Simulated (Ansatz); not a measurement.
`C#[C][SnH]([Cl])[Cl]` + H–F → `[F][SnH]([Cl])[Cl]` + `C#C` at 600 K and 1 bar (ligand exchange at the Sn–C bond).

Isolated molecules relaxed with PBE0-D4/def2-TZVP in Ansatz; ΔE leaves out vibrations. CBS: MP2 limit from def2 TZ/QZ plus the TZ coupled-cluster correction, frozen cores. This one scheme is used for every species. Elements past krypton have def2 core potentials. For Sn outer-core shells are correlated without core-valence functions, which leaves a few kJ/mol of doubt a bond.

| species | CCSD(T)/CBS energy (Eh) | H − E (kJ/mol) | S (J/(mol·K)) |
| --- | --- | --- | --- |
| `C#[C][SnH]([Cl])[Cl]` | -1210.91086 | 131.4 | 456.9 |
| H–F | -100.39570 | 42.3 | 194.0 |
| `[F][SnH]([Cl])[Cl]` | -1234.09211 | 75.3 | 407.0 |
| `C#C` | -77.22717 | 96.2 | 235.4 |

H − E and S are ideal-gas, rigid-rotor, harmonic terms from PBE0-D4/def2-TZVP. 1 Eh = 2625.50 kJ/mol, R = 8.31446 J/(mol·K).

Problem. By hand: ΔE, ΔH, ΔS and ΔG.

Solution. ΔE = (-1234.09211) + (-77.22717) − (-1210.91086) − (-100.39570) = -0.01272 Eh = -33.4 kJ/mol. Δ(H − E) = 75.3 + 96.2 − 131.4 − 42.3 = -2.2, so ΔH = -35.6 kJ/mol. ΔS = 407.0 + 235.4 − 456.9 − 194.0 = -8.5 J/(mol·K). ΔG = -35.6 − 600 × (-8.5)/1000 = -30.5 kJ/mol.

Problem. By hand: the equilibrium constant, and the temperature at which ΔG would vanish if ΔH and ΔS stayed fixed.

Solution. log₁₀ K = −ΔG/(RT ln 10) = 2.7. ΔG = 0 at ΔH/ΔS = 4188 K, far beyond where these terms or the molecules hold.

The number of gas molecules stays the same, so ΔS is small and ΔH decides. A doubt of 5 kJ/mol in ΔE shifts log₁₀ K by 0.4 here. These are equilibria of isolated gas molecules and say nothing of rates. Largest T1 diagnostic: 0.013 (customary marks: 0.02 for closed shells, 0.045 for open ones).
